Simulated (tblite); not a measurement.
Species: C4H11AsOSi.
Atom-mapped SMILES: `[CH3:1][C@@H:2]([SiH3:3])[C@@H:4]([AsH2:5])[CH:6]=[O:7]` (hydrogens: H8, H9, H10 on C1; H11 on C2; H12, H13, H14 on Si3; H15 on C4; H16, H17 on As5; H18 on C6)

Computed with GFN2-xTB (tblite), gas phase: L-BFGS steps from a force-field or distance-geometry start until the largest atomic force falls under 0.01 eV/Å.

Step 109: E = -606.9529 eV
```
atom  x, y, z in Å  |  force x, y, z in eV/Å
C1      0.9833   -1.6729    0.1789   -0.005  -0.012  -0.014
C2      0.6137   -0.1963    0.3236    0.007  -0.006  -0.001
Si3     1.6520    0.8867   -0.8651    0.002   0.012  -0.018
C4     -0.9002   -0.0422    0.2167    0.003   0.003  -0.006
As5    -1.5068    1.8655    0.4590    0.003  -0.005  -0.003
C6     -1.4948   -0.3948   -1.0847   -0.003  -0.006  -0.003
O7     -2.5988   -0.8505   -1.2451   -0.005  -0.003  -0.016
H8      2.0545   -1.8191    0.3033   -0.008  -0.001   0.020
H9      0.4652   -2.2813    0.9205    0.007   0.006   0.009
H10     0.7022   -2.0392   -0.8065   -0.002  -0.015  -0.017
H11     0.8880    0.1155    1.3428    0.005   0.016   0.005
H12     1.2924    2.3004   -0.6572    0.003  -0.039  -0.029
H13     1.4951    0.4876   -2.2690   -0.035   0.019   0.037
H14     3.0522    0.6640   -0.4954    0.017   0.013   0.019
H15    -1.4003   -0.6129    1.0114   -0.005   0.013  -0.003
H16    -2.9625    1.5324    0.3530    0.008  -0.014   0.013
H17    -1.4901    2.2048   -1.0057    0.003   0.014   0.007
H18    -0.8537   -0.1414   -1.9569    0.004   0.003   0.001
```

Step 110: E = -606.9533 eV
```
atom  x, y, z in Å  |  force x, y, z in eV/Å
C1      0.9829   -1.6740    0.1791   -0.003   0.000  -0.002
C2      0.6144   -0.1968    0.3230   -0.002  -0.002  -0.009
Si3     1.6536    0.8855   -0.8664   -0.005   0.003  -0.023
C4     -0.8996   -0.0423    0.2145   -0.007   0.001  -0.012
As5    -1.5074    1.8641    0.4636    0.016   0.005   0.001
C6     -1.4946   -0.3917   -1.0879   -0.026  -0.030  -0.003
O7     -2.5981   -0.8498   -1.2486    0.029   0.018  -0.009
H8      2.0542   -1.8201    0.3009    0.004   0.001   0.005
H9      0.4702   -2.2799    0.9261   -0.010   0.000   0.004
H10     0.6968   -2.0427   -0.8044    0.005  -0.011  -0.002
H11     0.8872    0.1160    1.3426    0.006   0.011  -0.006
H12     1.2866    2.2990   -0.6696    0.004  -0.041  -0.027
H13     1.5045    0.4773   -2.2690   -0.033   0.021   0.047
H14     3.0525    0.6707   -0.4874    0.018   0.014   0.017
H15    -1.4005   -0.6152    1.0069   -0.003   0.012   0.000
H16    -2.9630    1.5323    0.3601    0.002  -0.019   0.009
H17    -1.4937    2.2103   -0.9997    0.001   0.010   0.007
H18    -0.8547   -0.1360   -1.9602    0.005   0.009   0.003
```

Task: Estimate the geometry and energy of step 111. (The exact step hangs on the optimiser's Hessian estimate; all steps are aligned on step 110, rigid shifts and turns removed.)

Result: E = -606.9536 eV, largest force 0.052 eV/Å
```
atom  x, y, z in Å  |  force x, y, z in eV/Å
C1      0.9826   -1.6750    0.1786    0.000   0.008   0.012
C2      0.6150   -0.1973    0.3225   -0.012   0.003  -0.013
Si3     1.6552    0.8839   -0.8676   -0.005  -0.010  -0.014
C4     -0.8990   -0.0425    0.2126   -0.017   0.001  -0.014
As5    -1.5081    1.8626    0.4682    0.028   0.014   0.007
C6     -1.4948   -0.3882   -1.0904    0.000  -0.029   0.000
O7     -2.5970   -0.8489   -1.2515    0.017   0.018  -0.011
H8      2.0539   -1.8208    0.2990    0.016   0.001  -0.011
H9      0.4747   -2.2791    0.9300   -0.028  -0.006  -0.003
H10     0.6925   -2.0450   -0.8036    0.012  -0.007   0.015
H11     0.8866    0.1161    1.3427    0.007   0.004  -0.016
H12     1.2800    2.2965   -0.6855    0.002  -0.033  -0.021
H13     1.5137    0.4637   -2.2669   -0.030   0.018   0.038
H14     3.0530    0.6791   -0.4783    0.013   0.015   0.013
H15    -1.4014   -0.6172    1.0028    0.002   0.009   0.005
H16    -2.9633    1.5308    0.3665   -0.005  -0.022   0.005
H17    -1.4965    2.2162   -0.9932   -0.001   0.005   0.006
H18    -0.8558   -0.1284   -1.9624    0.002   0.010   0.003
```

The energy changes by -0.0003 eV. The first-order estimate −F·Δx gives -0.0005 eV and the mean of the old and new forces, exact on a quadratic surface, -0.0003 eV. The step makes an angle of 82° with the force vector and moves no atom by more than 0.017 Å.

The cost below is that of the whole relaxation. Time: 1.9 s wall. Hardware: one thread of an Arm Neoverse N1, shared host with 64 logical CPUs at a one-minute load of 60.
